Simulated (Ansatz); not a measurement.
BPH3Cl3⁺, that is B(PH3)Cl3 with one electron fewer. Charge 1, multiplicity 2. Geometry B3LYP-D4/def2-SVP, that of the neutral singlet; atoms count from 1.

```xyz
8

B     0.548    0.001    0.933
P    -0.480    0.000   -0.816
H    -1.860   -0.291   -0.721
H    -0.041   -0.929   -1.788
H    -0.475    1.216   -1.536
Cl    0.323   -1.703    1.572
Cl   -0.280    1.302    1.926
Cl    2.265    0.405    0.430
```

Estimate the Mulliken populations from the PBE0/def2-TZVP orbitals of Ansatz.


| atom | charge (e) | spin (α − β) |
| --- | --- | --- |
| B1 | -0.04 | -0.06 |
| P2 | 0.12 | 0.18 |
| H3 | 0.20 | 0.01 |
| H4 | 0.20 | 0.01 |
| H5 | 0.20 | 0.01 |
| Cl6 | 0.11 | 0.29 |
| Cl7 | 0.11 | 0.29 |
| Cl8 | 0.11 | 0.29 |
Mulliken values and Mayer orders depend strongly on the basis.

Where does the spin sit?

Summed by element: B -0.06, P 0.18, H 0.02, Cl 0.87, of 1 unpaired in all. Largest on single atoms: Cl8 0.29, Cl6 0.29, Cl7 0.29.

And the Mayer bond orders between bonded heavy atoms (over 0.3)?

B1–P2 0.77 (2.03 Å); B1–Cl6 1.15 (1.83 Å); B1–Cl7 1.15 (1.83 Å); B1–Cl8 1.15 (1.83 Å).
